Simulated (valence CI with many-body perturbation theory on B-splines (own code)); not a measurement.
Se27+: calculated level list

Calculated by configuration interaction combined with many-body perturbation theory (CI+MBPT): five valence electrons over a frozen Dirac-Fock core [He], radial functions for each j: 11 s, 11 p, 10 d, 8 f, 5 g, 2 h, with the one-electron correlation potential Σ1 (screened to all orders), the two-electron term Σ2, the three-electron term Σ3, Breit, model QED; selected single and double excitations, second order for the rest, scaled by the run's own slope (own B-spline code, finite nucleus).

No measured spectrum was set against this ion. As an estimate, large intervals hold to a few tenths of a per cent, small ones and those within an open d or f shell to about a per cent. Among the levels kept, up to 5300 cm⁻¹ of a level comes from second order outside the variational space, and about a tenth of that is noise between levels of different J, which matters for small intervals.

Levels 91 to 135 of 209, with energies above the lowest level, 2s2 2p3 4S°_3/2. "Leading %" is the weight of the configuration and term that name the level; weights of strongly mixed levels are sums over their largest components and can fall short. In the jj column 3d3/2^4 stands for four electrons in 3d with j = 3/2. Lifetimes count E1, E2, E3, M1 and M2 decay at the calculated energies, and are blank where another channel may lead or the interval is too uncertain; long ones can be off by a factor of two.

```
No.  Configuration  Term    J  E (Ry)  Leading %  Lifetime      g                     Leading jj
 91      2s 2p3 3d   6D°  5/2  137.21         78    456 fs  1.577  2s 2p1/2^2 2p3/2 3d3/2 (52 %)
 92      2s 2p3 3d   6D°  1/2  137.22         83    894 fs  3.141  2s 2p1/2^2 2p3/2 3d3/2 (59 %)
 93      2s 2p3 3d   6D°  3/2  137.22         82    377 fs  1.778  2s 2p1/2^2 2p3/2 3d3/2 (56 %)
 94      2s 2p3 3d   6D°  7/2  137.23         77   1.83 ps  1.521  2s 2p1/2^2 2p3/2 3d3/2 (36 %)
 95      2s 2p3 3d   6D°  9/2  137.34         82    219 ps  1.506  2s 2p1/2^2 2p3/2 3d5/2 (62 %)
 96      2s 2p3 3p    4F  5/2  137.37         60    445 fs  1.182  2s 2p1/2 2p3/2^2 3p1/2 (57 %)
 97      2s 2p3 3s   4P°  3/2  137.38         53    192 fs  1.537     2s 2p1/2 2p3/2^2 3s (82 %)
 98      2s 2p3 3s   2P°  1/2  137.82         60    110 fs  0.799     2s 2p1/2 2p3/2^2 3s (83 %)
 99      2s 2p3 3p    4D  5/2  137.83         40    122 fs  1.227  2s 2p1/2^2 2p3/2 3p3/2 (56 %)
100      2s 2p3 3p    4D  3/2  137.91         26    140 fs  1.217  2s 2p1/2^2 2p3/2 3p3/2 (67 %)
101      2s 2p3 3s   2D°  5/2  137.94         46    190 fs  1.386     2s 2p1/2 2p3/2^2 3s (62 %)
102      2s 2p3 3p    4P  1/2  138.11         37    135 fs  1.372  2s 2p1/2^2 2p3/2 3p3/2 (63 %)
103      2s 2p3 3p    4F  7/2  138.12         75   12.3 ps  1.299  2s 2p1/2 2p3/2^2 3p3/2 (46 %)
104      2s 2p3 3s   2D°  3/2  138.19         59   97.7 fs  1.042     2s 2p1/2 2p3/2^2 3s (71 %)
105      2s 2p3 3p    4D  5/2  138.19         34   94.3 fs  1.223  2s 2p1/2 2p3/2^2 3p3/2 (65 %)
106      2s 2p3 3p    4D  7/2  138.36         52    156 fs  1.307  2s 2p1/2 2p3/2^2 3p1/2 (60 %)
107      2s 2p3 3d   4D°  5/2  138.43         68   46.7 fs  1.332  2s 2p1/2^2 2p3/2 3d5/2 (56 %)
108      2s 2p3 3d   4D°  3/2  138.57         71   46.2 fs  1.138  2s 2p1/2^2 2p3/2 3d5/2 (58 %)
109      2s 2p3 3p    4P  1/2  138.68         54   98.5 fs  1.850  2s 2p1/2 2p3/2^2 3p3/2 (59 %)
110      2s 2p3 3s   4S°  3/2  138.78         53    194 fs  1.726     2s 2p1/2 2p3/2^2 3s (80 %)
111      2s 2p3 3d   4D°  7/2  138.78         73   25.4 fs  1.368  2s 2p1/2^2 2p3/2 3d3/2 (34 %)
112      2s 2p3 3d   4D°  1/2  138.88         87   30.2 fs  0.132  2s 2p1/2^2 2p3/2 3d5/2 (56 %)
113      2s 2p3 3p    4P  3/2  139.09         40   82.2 fs  1.417  2s 2p1/2 2p3/2^2 3p3/2 (70 %)
114      2s 2p3 3p    4F  9/2  139.10         99   31.9 ps  1.328  2s 2p1/2 2p3/2^2 3p3/2 (99 %)
115      2s 2p3 3p    4D  7/2  139.15         51    126 fs  1.286  2s 2p1/2 2p3/2^2 3p3/2 (95 %)
116      2s 2p3 3s   2P°  1/2  139.19         50    106 fs  1.305     2s 2p1/2 2p3/2^2 3s (83 %)
117      2s 2p3 3p    4P  5/2  139.20         75    182 fs  1.510  2s 2p1/2 2p3/2^2 3p1/2 (84 %)
118      2s 2p3 3p    2P  3/2  139.45         57   57.7 fs  1.270  2s 2p1/2 2p3/2^2 3p3/2 (88 %)
119      2s 2p3 3p    4D  1/2  139.73         65    191 fs  0.307  2s 2p1/2 2p3/2^2 3p1/2 (92 %)
120      2s 2p3 3p    2D  5/2  140.11         61   66.4 fs  1.228  2s 2p1/2 2p3/2^2 3p3/2 (92 %)
121      2s 2p3 3p    4D  3/2  140.14         48    178 fs  1.049  2s 2p1/2 2p3/2^2 3p1/2 (79 %)
122      2s 2p3 3p    4P  1/2  140.42         64   86.3 fs  2.048  2s 2p1/2 2p3/2^2 3p1/2 (81 %)
123      2s 2p3 3d   4F°  3/2  140.48         66   67.2 fs  0.628  2s 2p1/2^2 2p3/2 3d3/2 (60 %)
124      2s 2p3 3s   2D°  5/2  140.54         63    105 fs  1.330           2s 2p3/2^3 3s (62 %)
125      2s 2p3 3p    4D  5/2  140.57         30    124 fs  1.165  2s 2p1/2 2p3/2^2 3p1/2 (56 %)
126      2s 2p3 3d   4G°  5/2  140.61         57   1.72 ps  0.766  2s 2p1/2^2 2p3/2 3d3/2 (75 %)
127      2s 2p3 3p    4P  3/2  140.83         39    183 fs  1.536  2s 2p1/2 2p3/2^2 3p3/2 (94 %)
128      2s 2p3 3d   4G°  7/2  140.88         49    436 fs  1.097  2s 2p1/2^2 2p3/2 3d5/2 (62 %)
129      2s 2p3 3s   2D°  3/2  140.91         53    131 fs  1.073           2s 2p3/2^3 3s (72 %)
130      2s 2p3 3d   4D°  1/2  140.92         69    128 fs  0.415  2s 2p1/2^2 2p3/2 3d3/2 (72 %)
131      2s 2p3 3d   4F°  5/2  140.97         70   44.8 fs  1.096  2s 2p1/2 2p3/2^2 3d3/2 (42 %)
132      2s 2p3 3p    2P  3/2  140.97         36    129 fs  1.476  2s 2p1/2 2p3/2^2 3p1/2 (61 %)
133      2s 2p3 3p    4P  5/2  141.05         40    156 fs  1.343  2s 2p1/2 2p3/2^2 3p3/2 (72 %)
134      2s 2p3 3p    2P  1/2  141.06         58    142 fs  0.630  2s 2p1/2 2p3/2^2 3p3/2 (73 %)
135      2s 2p3 3d   4F°  7/2  141.25         60   46.4 fs  1.291  2s 2p1/2 2p3/2^2 3d5/2 (49 %)
```

Names give the largest LS component (configuration and term), which can be under half, so a name can repeat, a term be missing and a line seem to break the LS rules; names also repeat where a configuration has a term twice.

Where two levels of one J and parity lie close, their mixing, g and order are uncertain.
